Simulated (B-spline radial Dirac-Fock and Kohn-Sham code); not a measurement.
## Subshell photoionisation cross sections of Ta⁺ against photon energy

System: Ta⁺, configuration [Xe] 4f14 5d4 (not the ground configuration).

Input file task.json (cfg lists n, l and occupation; rrms is the nuclear radius in fm):

```json
{"items": [{
  "Z": 73,
  "q": 1,
  "cfg": [[1, 0, 2], [2, 0, 2], [2, 1, 6], [3, 0, 2], [3, 1, 6], [3, 2, 10], [4, 0, 2], [4, 1, 6], [4, 2, 10], [4, 3, 14], [5, 0, 2], [5, 1, 6], [5, 2, 4]],
  "A": 181,
  "rrms": 5.3507,
  "do": ["binding", "quiet", "photo", "scan"],
  "hv": [35.7, 40.81, 60, 76.8, 80, 200, 248.0, 400, 1250.0, 1253.6, 1600.0, 3350.0, 3820.0, 9251.7, 17479.3, 62800.0]
}]}
```

Run with: `python xray_run.py task.json out`

Model: the independent-particle Dirac-Slater model, thresholds from Dirac-Fock. Program: an atomic code on a B-spline grid. Values are in kb per electron; a dash marks an energy below the computed threshold.

| hν (eV) | 2p1/2 | 3s | 4d5/2 | 5p3/2 | 5d5/2 |
| --- | --- | --- | --- | --- | --- |
| 40.81 | – | – | – | – | 1270 |
| 60 | – | – | – | 541 | 387 |
| 76.8 | – | – | – | 211 | 155 |
| 80 | – | – | – | 183 | 132 |
| 200 | – | – | – | 30.5 | 4.60 |
| 248 | – | – | 51.1 | 24.9 | 5.10 |
| 400 | – | – | 52.8 | 15.2 | 5.64 |
| 1250 | – | – | 29.2 | 3.33 | 1.55 |
| 1253.6 | – | – | 29.1 | 3.32 | 1.54 |
| 1600 | – | – | 18.4 | 2.25 | 0.968 |
| 3350 | – | 11.3 | 3.29 | 0.591 | 0.175 |
| 3820 | – | 9.38 | 2.32 | 0.455 | 0.123 |
| 9251.7 | – | 2.07 | 0.163 | 0.0640 | 0.00884 |
| 17479.3 | 3.09 | 0.589 | 0.0183 | 0.0127 | 0.00101 |
| 62800 | 0.0738 | 0.0334 | 0.000138 | 0.000302 | 7.68e-06 |

At 62800 eV the multipoles beyond E1 give 21.6 % of 2p1/2, 8.0 % of 3s, 41.1 % of 4d5/2, 22.8 % of 5p3/2, 41.1 % of 5d5/2.
